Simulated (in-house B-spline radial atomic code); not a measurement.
A run on the dysprosium ion Dy³⁺ (an excited or competing configuration) that did not converge. Method: scalar-relativistic (X2C) wB97X, spin-polarised, spherical fractional occupations, exact exchange averaged over the configuration, Fermi nucleus of rms radius 5.2218 fm; computed with an all-electron radial atomic-structure program (B-spline basis).

Command:
```bash
python run_scf.py task.json out
```
Settings (nuclear radius in fm, mass in u):
```
Z                66
configuration    [Kr] 4d9 4f9 5s2 5p6 6f1
hamiltonian      x2c
method           wb97x
spin_polarised   True
nucleus          fermi
rms_radius       5.2218
atomic_mass      163.92918
speed_of_light   137.035999084
exact_exchange   averaged over the configuration
```

First and last ten iterations of the last attempt (damped for 15 steps, keeping 80 % of the old Fock matrix, then DIIS):
```
 iter        energy (Eh)    residual
    1      -12089.191818    8.73e-01
    2      -12113.099222    1.33e+00
    3      -12130.791894    8.86e-01
    4      -12140.159197    5.97e-01
    5      -12144.878579    4.08e-01
    6      -12147.069252    2.77e-01
    7      -12148.182953    1.96e-01
    8      -12148.705679    1.41e-01
    9      -12148.951797    1.06e-01
   10      -12149.069452    7.93e-02
  111      -12149.196848    1.04e-05
  112      -12149.196848    1.03e-05
  113      -12149.196848    1.10e-05
  114      -12149.196848    6.90e-05
  115      -12149.196848    1.36e-05
  116      -12149.196848    1.62e-04
  117      -12149.196848    1.06e-05
  118      -12149.196848    1.09e-05
  119      -12149.196848    1.01e-05
  120      -12149.196848    1.07e-05
 not converged after 120 iterations
```

The smallest residual met was 8.5e-06; the threshold is about 7e-07. Over the last five steps the energy moves by less than 2e-08 hartree, but the orbitals didn't meet the threshold. Time taken, with all properties: 40 s on 1 thread of Intel(R) Xeon(R) Platinum 8488C (shared host).
